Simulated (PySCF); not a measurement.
Choosing a molecule for a target property.

Species are written as SMILES; each is one conformer at its optimised geometry, gas phase, non-relativistic unless stated; the electronic structure was computed with PySCF and density fitting.

Dipoles, sizes and rotational constants follow the conformer. The torsions of the flexible species, by atom-mapped SMILES:
- `[CH2:1]=[CH:2][CH2:3][C:4](=[S:5])[O:6][CH2:7][C:8]#[N:9]`: C1–C2–C3–C4 -127°, C2–C3–C4–S5 -102°, C3–C4–O6–C7 0°, C4–O6–C7–C8 -174°
- `[F:1][C:2]([F:3])([F:4])[C:5]1([Cl:6])[CH2:7][CH2:8]1`: F1–C2–C5–Cl6 180°
- `[F:1][CH2:2][C:3]([F:4])([F:5])[Cl:6]`: F1–C2–C3–F4 -60°
- `[CH3:1][C+:2]([CH2:3][CH2:4][F:5])[CH:6]1[CH2:7][CH2:8]1`: C1–C2–C3–C4 69°, C2–C3–C4–F5 63°, C1–C2–C6–C7 149°
- `[CH3:1][S@@:2](=[O:3])[c:4]1[cH:5][cH:6][cH:7][cH:8][n:9]1`: C1–S2–C4–C5 -116°
- `[CH3:1][CH2:2][P@@:3]([CH3:4])(=[O:5])[CH2:6][C:7]#[N:8]`: C1–C2–P3–C4 180°, C2–P3–C6–C7 53°
- `[SiH3:1][O:2][CH2:3][C:4]([SiH3:5])([SiH3:6])[Cl:7]`: Si1–O2–C3–C4 180°, O2–C3–C4–Si5 65°

**Question.** Wanted: lowest singlet excitation between 4 eV and 6.5 eV (TDDFT PBE0/def2-SVPD) and electronic spatial extent ⟨r²⟩ about the centre of nuclear charge below 1100 bohr² (PBE0/def2-SVPD), at GFN2-xTB geometries. Which candidate meets both?
A. `FCC(F)(F)Cl`
B. `C=CCC(=S)OCC#N`
C. `C[S@@](=O)c1ccccn1`
D. `FC(F)(F)C1(Cl)CC1`
E. `C(C)[P@](C)(CC#N)=O`
F. `C[C+](CCF)C1CC1`
G. `O([SiH3])CC([SiH3])(Cl)[SiH3]`

**Answer.** F. Computed values:
```csv
species,lowest singlet excitation,electronic spatial extent ⟨r²⟩ about the centre of nuclear charge
C=CCC(=S)OCC#N,3.05 eV,1703 bohr²
C[S@@](=O)c1ccccn1,4.35 eV,1373 bohr²
C[C+](CCF)C1CC1,4.93 eV,1033 bohr²
O([SiH3])CC([SiH3])(Cl)[SiH3],6.17 eV,1946 bohr²
FC(F)(F)C1(Cl)CC1,6.77 eV,973 bohr²
C(C)[P@](C)(CC#N)=O,7.10 eV,1182 bohr²
FCC(F)(F)Cl,7.75 eV,652 bohr²
```

**Question.** Wanted: static isotropic polarisability between 94 au and 102 au (PBE0/def2-SVPD) and HOMO–LUMO gap below 7 eV (PBE0/def2-SVPD), at GFN2-xTB geometries. Which candidate meets both?
A. `C[S@@](=O)c1ccccn1`
B. `O([SiH3])CC([SiH3])(Cl)[SiH3]`
C. `C=CCC(=S)OCC#N`
D. `C(C)[P@](C)(CC#N)=O`
E. `FCC(F)(F)Cl`
F. `C[C+](CCF)C1CC1`
G. `FC(F)(F)C1(Cl)CC1`

**Answer.** A. Computed values:
```
                      species  static isotropic polarisability  HOMO–LUMO gap
                  FCC(F)(F)Cl                          42.9 au        9.53 eV
            FC(F)(F)C1(Cl)CC1                          61.2 au        8.46 eV
              C[C+](CCF)C1CC1                          80.0 au        6.14 eV
          C(C)[P@](C)(CC#N)=O                          87.9 au        8.31 eV
           C[S@@](=O)c1ccccn1                          99.7 au        5.46 eV
               C=CCC(=S)OCC#N                         103.4 au        4.77 eV
O([SiH3])CC([SiH3])(Cl)[SiH3]                         121.0 au        7.49 eV
```

**Question.** Wanted: smallest rotational constant below 1 GHz (GFN2-xTB) and lowest triplet excitation (Tamm–Dancoff) below 6.1 eV (TDA PBE0/def2-SVPD), at GFN2-xTB geometries. Which candidate meets both?
A. `CC[P@@](C)(=O)CC#N`
B. `FC(F)(F)C1(Cl)CC1`
C. `C=CCC(=S)OCC#N`
D. `CC#Cc1c[cH+]1`

**Answer.** C. Computed values:
| species | smallest rotational constant | lowest triplet excitation (Tamm–Dancoff) |
| --- | --- | --- |
| C=CCC(=S)OCC#N | 0.635 GHz | 2.63 eV |
| CC[P@@](C)(=O)CC#N | 1.133 GHz | 6.19 eV |
| FC(F)(F)C1(Cl)CC1 | 1.251 GHz | 6.07 eV |
| CC#Cc1c[cH+]1 | 1.504 GHz | 3.13 eV |

**Question.** Wanted: HOMO energy between -9 eV and -8 eV (PBE0/def2-SVPD) and dipole moment below 1.8 D (PBE0/def2-SVPD), at GFN2-xTB geometries. Which candidate meets both?
A. `[SiH3]OCC([SiH3])([SiH3])Cl`
B. `FCC(F)(F)Cl`
C. `C1CC1(C(F)(F)F)Cl`
D. `C=CCC(=S)OCC#N`
E. `CC[P@@](C)(=O)CC#N`

**Answer.** E. Computed values:
```csv
species,HOMO energy,dipole moment
FCC(F)(F)Cl,-9.87 eV,1.99 D
C1CC1(C(F)(F)F)Cl,-8.53 eV,2.83 D
CC[P@@](C)(=O)CC#N,-8.09 eV,0.79 D
[SiH3]OCC([SiH3])([SiH3])Cl,-7.83 eV,1.60 D
C=CCC(=S)OCC#N,-6.79 eV,5.54 D
```
